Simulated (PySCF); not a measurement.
**Computed structure and properties of Hf(NH2)4**

System: Hf(NH2)4 (singlet; a saddle point, relaxed within its symmetry); start: displaced along the imaginary mode (D4). Method: PySCF 2.14.0, RKS PBE0, Hf def2-SVP with ECP60, N def2-SVP, H def2-SVP; non-relativistic Hamiltonian with scalar-relativistic core potentials where named; density fitting; no spin-orbit coupling.

Input of the relaxation:

```python
mol = gto.M(atom='''
Hf     0.00000     0.00000     0.00000
N      2.12461     0.00000    -0.00000
H      2.74795     0.25000     0.80696
H      2.74795    -0.25000    -0.80696
N     -0.00000     2.12461     0.00000
H     -0.25000     2.74795     0.80696
H      0.25000     2.74795    -0.80696
N     -2.12461    -0.00000     0.00000
H     -2.74795    -0.25000     0.80696
H     -2.74795     0.25000    -0.80696
N      0.00000    -2.12461    -0.00000
H      0.25000    -2.74795     0.80696
H     -0.25000    -2.74795    -0.80696''',
    basis={'Hf': 'def2-SVP', 'N': 'def2-SVP', 'H': 'def2-SVP'},
    ecp={'Hf': 'def2-SVP'},
    charge=0, spin=0)
mf = dft.RKS(mol, xc='PBE0')
mf.grids.atom_grid = (50, 194)
mf = mf.density_fit()  # fitting sets: Hf def2-universal-JKFIT, N def2-universal-JKFIT, H def2-universal-JKFIT
mf.conv_tol = 1e-08; mf.max_cycle = 55
mf.kernel(dm0)  # dm0: converged density of the start geometry
# quasi-Newton relaxation in Cartesian coordinates to a largest gradient under 0.00045 Eh/bohr, steps kept in the point group
```

Run from Python with OMP_NUM_THREADS=2; the lines above give its settings. Where DIIS fails, smearing, a level shift and second-order steps follow.
It took 71 s on 2 threads of Arm Neoverse V1, with other jobs on the host, from the converged density of the start.

Course of the relaxation:

```csv
step,energy above end (eV),largest force component within the symmetry (eV/Å)
0,2.6143,1.241
1,1.8355,0.547
2,1.1180,0.929
3,0.6110,0.855
4,0.2956,0.253
5,0.1695,0.969
6,0.0753,0.271
7,0.0245,0.086
8,0.0072,0.099
9,0.0013,0.024
10,0.0002,0.032
11,0.0000,0.004
```

Relaxed geometry (D4):

```xyz
13

Hf    0.0000    0.0000    0.0000
N     2.0941    0.0000    0.0000
H     2.7058    0.7859    0.2158
H     2.7058   -0.7859   -0.2158
N     0.0000    2.0941    0.0000
H    -0.7859    2.7058    0.2158
H     0.7859    2.7058   -0.2158
N    -2.0941    0.0000    0.0000
H    -2.7058   -0.7859    0.2158
H    -2.7058    0.7859   -0.2158
N     0.0000   -2.0941    0.0000
H     0.7859   -2.7058    0.2158
H    -0.7859   -2.7058   -0.2158
```

```tsv
contact	Å
Hf1–N2 (NH2)	2.094
Hf1–N5 (NH2)	2.094
Hf1–N8 (NH2)	2.094
Hf1–N11 (NH2)	2.094
```

On the finer grid (75, 302):

| Quantity | Value |
| --- | --- |
| HOMO | -6.06 eV |
| LUMO | -1.97 eV |
| Dipole about the centre of mass | 0.00 D |
| Set of Mulliken populations of Hf1 outside the core potential | s 2.36, p 6.35, d 2.01, f 0.13 |
| D3(BJ) dispersion energy (not in the energies) | -0.225 eV |

```
atom  Mulliken (e)  Löwdin (e)  spin (e)
 Hf1          1.14        0.33      0.00
  N2         -0.55       -0.23      0.00
  H3          0.13        0.08      0.00
  H4          0.13        0.08      0.00
  N5         -0.55       -0.23      0.00
  H6          0.13        0.08      0.00
  H7          0.13        0.08      0.00
  N8         -0.55       -0.23      0.00
  H9          0.13        0.08      0.00
 H10          0.13        0.08      0.00
 N11         -0.55       -0.23      0.00
 H12          0.13        0.08      0.00
 H13          0.13        0.08      0.00
```

On the grid (50, 194), as all that follows. Harmonic modes: 2 unstable, so a saddle point once the symmetry is let go (counted below −25 cm⁻¹); lowest -177 cm⁻¹ (negative: unstable), highest 3639 cm⁻¹, zero-point energy 2.685 eV.

Taking off one NH2 (charge -1, singlet; the rest: singlet) in vacuum, both parts rigid, costs 10.94 eV; the small basis without counterpoise inflates it. Most of it is the attraction of opposite charges; other ways to part are cheaper, and one spin state was tried for the rest.

Rigid scan of NH2 along the line from its metal, all other atoms held (where the atom bridges, its other bond changes as well):

(distance to N2 (Å), energy (eV)): (1.79, 1.290), (1.89, 0.492), (1.99, 0.106), (2.09, 0.000), (2.19, 0.080), (2.29, 0.280), (2.49, 0.874), (2.79, 1.905), (3.19, 3.148), (3.69, 4.317)

One start shape was tried, so this needn't be the lowest isomer.
